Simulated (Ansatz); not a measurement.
The same molecule with X = B, Al, Ga, In. Ansatz, PBE0-D4/def2-TZVP geometries, multiplicity 1.

Elements past krypton have def2 core potentials. Scalar relativity is left out up to krypton.

```tsv
X	molecule	mean X–Br bond length / Å	mean X–F bond length / Å	HOMO–LUMO gap (ωB97M-V/def2-TZVPP) / eV	HOMO–LUMO gap (B3LYP/def2-TZVPP) / eV	LUMO energy (ωB97M-V/def2-TZVPP) / eV
B	`FB(Br)Br`	1.901	1.307	11.60	6.82	0.77
Ga	`[F][Ga]([Br])[Br]`	2.250	1.737	10.96	6.22	-0.25
In	`[F][In]([Br])[Br]`	2.426	1.930	10.08	5.35	-1.11
```

Task: Give the row for X = Al, `[F][Al]([Br])[Br]`. (Best estimate.)

Result: Computed: 
| X | molecule | mean X–Br bond length / Å | mean X–F bond length / Å | HOMO–LUMO gap (ωB97M-V/def2-TZVPP) / eV | HOMO–LUMO gap (B3LYP/def2-TZVPP) / eV | LUMO energy (ωB97M-V/def2-TZVPP) / eV |
| --- | --- | --- | --- | --- | --- | --- |
| Al | `[F][Al]([Br])[Br]` | 2.222 | 1.634 | 11.33 | 6.85 | 0.23 |

From B to In the mean X–Br bond length rises at each step, by 0.525 Å in all; the mean X–F bond length rises at each step, by 0.623 Å in all; the HOMO–LUMO gap (ωB97M-V/def2-TZVPP) falls at each step, by 1.52 eV in all; the HOMO–LUMO gap (B3LYP/def2-TZVPP) isn't monotonic: highest at Al, lowest at In; the LUMO energy (ωB97M-V/def2-TZVPP) falls at each step, by 1.88 eV in all. Bonds lengthen as the atom grows down the group.

B3LYP here is the variant with VWN-RPA as its local correlation; programs differ in this.

Spin–orbit coupling is left out; it splits and shifts lone-pair levels of the heavy atoms by tenths of an eV.
